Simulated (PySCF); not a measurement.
# Gallium: a sound run and one with changed settings

Sound run: Ga [Ar] 3d10 4s2 4p1, Ga⁺ [Ar] 3d10 4s2. Calculation: PySCF 2.14, in cc-pVTZ-PP with ECP10MDF; a scalar-relativistic core potential. In the sound run the correlated levels freeze 3s2 3p6 3d10 outside the core potential. The sound run starts from symmetry-adapted Hartree-Fock orbitals and uses a fine grid where one is needed.

Changed run: all electrons correlated in a basis built for the valence shell.

```tsv
species	method	sound run (hartree)	changed run (hartree)	converged
Ga	MP2	-258.33619	-258.43364	yes
Ga⁺	MP2	-258.12531	-258.21965	yes
```

Ionisation energy of Ga:

```csv
method,sound run (eV),changed run (eV)
UHF,5.532,5.532
MP2,5.738,5.823
SCS-MP2,5.720,5.772
```

A valence basis has no tight correlating functions, so it recovers only part of the core correlation, and not evenly between atom and ion.

For comparison, NIST gives 5.999 eV between the lowest levels.
